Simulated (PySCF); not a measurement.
Compound: C₄H₇BF₂S.
Structure used (PBE0-D3(BJ)/def2-SVP), in Å, numbered top down from 1:
```
atom  x, y, z in Å
C1    -2.3038    0.7252   -0.3191
C2    -0.8530    0.4025   -0.3688
S3     0.0570    0.6205   -1.7076
C4    -0.2037   -0.1349    0.8695
C5     1.1198   -0.8128    0.5646
B6     1.9484    0.0233   -0.5106
F7     2.3864    1.2519   -0.1479
F8     2.7417   -0.6215   -1.3879
H9    -2.6418    1.2763   -1.2045
H10   -2.8748   -0.2169   -0.2430
H11   -2.5335    1.2993    0.5935
H12   -0.0543    0.7461    1.5265
H13   -0.9255   -0.7724    1.4100
H14    1.7241   -0.9118    1.4814
H15    0.9420   -1.8299    0.1805
```

All values: PBE0/pcSseg-1 and wB97X-D/def2-SVPD (PySCF, non-relativistic), on one gas-phase PBE0-D3(BJ)/def2-SVP geometry that isn't relaxed in the solvent. The solvent is an IEF-PCM continuum (van der Waals radii × 1.2). The model holds no explicit solvent molecules, cavitation or dispersion.

Gas phase at PBE0/pcSseg-1: HOMO -7.55 eV, LUMO -2.67 eV, dipole 5.56 D.

What does the continuum do to the energy, the frontier levels and the dipole at PBE0/pcSseg-1 in cyclohexane and methanol?

```json
{"solvent": "cyclohexane", "ε": "2.017", "E(solvent) − E(gas) (kcal/mol)": "-2.99", "polarisation term (kcal/mol)": "-3.25", "distortion of the solute (kcal/mol)": "0.26", "HOMO (eV)": "-7.50", "LUMO (eV)": "-2.52", "dipole (D)": "6.21"}
{"solvent": "methanol", "ε": "32.61", "E(solvent) − E(gas) (kcal/mol)": "-7.25", "polarisation term (kcal/mol)": "-8.93", "distortion of the solute (kcal/mol)": "1.68", "HOMO (eV)": "-7.46", "LUMO (eV)": "-2.36", "dipole (D)": "7.22"}
```

The polarisation term is half the interaction of the solute with the surface charges that it induces; the rest is the cost of distorting the solute's density. The sum is the electrostatic part of solvation alone. From cyclohexane to methanol the lowering changes by a factor 2.42, Onsager's factor (ε − 1)/(2ε + 1) by 2.36 and ε itself by 16.2.

Which radius a makes the point-dipole formula ΔE = −[(ε − 1)/(2ε + 1)]·μ²/a³ give the value in methanol, with the gas-phase dipole?

μ = 2.187 au and |ΔE| = 0.01155 Eh give a = 3.08 Å; the farthest nucleus lies 3.26 Å from the centroid of the nuclei, so such a sphere wouldn't even hold the nuclei. The formula assumes a rigid point dipole at the centre of a sphere.

Give the dipole vector in the frame of the coordinates (D, pointing from negative to positive charge), gas and methanol.

Gas (-5.09, -0.42, 2.21), solvent (-6.46, -0.58, 3.17). Its length changes by +30 % and its direction by 3°.

Which ESP-fitted charges (PBE0/pcSseg-1) respond most in cyclohexane (means over atoms taken as equivalent)?

```tsv
atoms	environment	gas (e)	solvent (e)	change
S3	thiocarbonyl sulfur	-0.133	-0.156	-0.023
C2	thiocarbonyl carbon	+0.169	+0.182	+0.013
F7/F8	boron-bound fluorine	-0.381	-0.390	-0.009
H9/H10/H11	methyl hydrogen	+0.162	+0.169	+0.007
C4	chain CH2 carbon	+0.204	+0.209	+0.005
H12/H13	methylene hydrogen	+0.027	+0.032	+0.005
C1	methyl carbon	-0.486	-0.490	-0.004
B6	three-coordinate boron	+0.846	+0.844	-0.002
```

How do the nuclear quadrupole coupling constants eQVzz/h respond in cyclohexane?

```tsv
nucleus	Q (barn)	gas (MHz)	solvent (MHz)	η gas	η solvent
33S at S3	-0.06781	33.29	31.83	0.04	0.03
11B at B6	0.04059	2.78	2.75	0.74	0.78
```

Gas phase at wB97X-D/def2-SVPD: HOMO -9.35 eV, LUMO -0.90 eV, dipole 5.65 D.

What does the continuum do to the energy, the frontier levels and the dipole at wB97X-D/def2-SVPD in cyclohexane?

```json
{"solvent": "cyclohexane", "ε": "2.017", "E(solvent) − E(gas) (kcal/mol)": "-3.05", "polarisation term (kcal/mol)": "-3.33", "distortion of the solute (kcal/mol)": "0.28", "HOMO (eV)": "-9.29", "LUMO (eV)": "-0.76", "dipole (D)": "6.34"}
```

How does the static polarisability (wB97X-D/def2-SVPD, frozen core, with the continuum's full static response) change?

```tsv
medium	isotropic (au)	principal values (au)	⟨r²⟩ of the electrons (bohr²)
gas	81.4	63.0, 86.0, 95.4	1153.6
cyclohexane	91.9	70.4, 98.0, 107.3	1153.2
```

The isotropic value in cyclohexane is 1.13 times the gas-phase one; no cavity-field correction is applied. ⟨r²⟩ is taken about the centre of nuclear charge.

Note: wB97X-D ran without an empirical dispersion term, which enters the total energy and its gradient alone.
